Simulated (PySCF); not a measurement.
## Electron correlation in Zn³⁺ (zinc, charge +3)

Starting occupation: [Ar] 3d9, 3d3/2 with m_j = -3/2, -1/2, +1/2, +3/2, 3d5/2 with m_j = -3/2, -1/2, +1/2, +3/2, +5/2. Calculation: PySCF 2.14, in x2c-SVPall-2c; X2C-1e with screened-nucleus spin-orbit coupling, Gaussian nucleus. Frozen: [Ne]; 17 electrons correlated; the 6 highest virtual spinors left out.

MP2 pair energies summed by pair of shells (mhartree):

```tsv
pair	energy	share (%)
3d-3d	-166.81	57.3
3d-3p	-75.06	25.8
3p-3p	-34.02	11.7
3d-3s	-8.87	3.0
3p-3s	-4.86	1.7
3s-3s	-1.50	0.5
```

Total MP2 correlation energy: -291.12 mhartree.

The GHF reference relaxed away from the jj start to a determinant that is no pure jj level (⟨S²⟩ = 0.75, ⟨J²⟩ = 8.75); the energies belong to that determinant.

This basis was not built for core-valence correlation, so the inner-shell part is incomplete.
